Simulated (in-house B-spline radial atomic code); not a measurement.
S⁵⁺. Computed with a B-spline radial atomic code. Model: all-electron spherical atom, spin shells full or empty, radial basis limit, no spin-orbit coupling, Breit or QED, empty-state partial waves extrapolated as (l+1/2)^-4, RPA, G0W0 and static COHSEX of the highest shell as one setting changes (uncorrelated shells keep exact exchange).

In a row where one electron alone is correlated, RPA and GW hold only self-correlation.

Given: element S; charge 5; filled core Ne; hamiltonian non-relativistic; mean-field start r2SCAN; highest l of empty states 9; highest mean-field shell 3s up.

Shell: 3s 1 0 (electrons up and down).

```
lowest nl shells left uncorrelated  RPA correlation energy (hartree)  G0W0 level (eV)  G0W0 minus most complete (meV)  COHSEX level (eV)
                                 0                          -0.65536          -88.959                               0            -90.856
                                 1                                 ?                ?                               ?                  ?
                                 2                                 ?                ?                               ?                  ?
                                 3                         -0.031065          -88.584                           374.6            -90.299
```

(1) What follows for lowest nl shells left uncorrelated = 2?

(2) What follows for lowest nl shells left uncorrelated = 1?

Results:

(1) RPA correlation energy -0.38235 hartree; G0W0 level -89 eV; G0W0 minus most complete -41.4 meV; COHSEX level -90.917 eV.

(2) RPA correlation energy -0.52812 hartree; G0W0 level -88.954 eV; G0W0 minus most complete 4.3 meV; COHSEX level -90.844 eV.
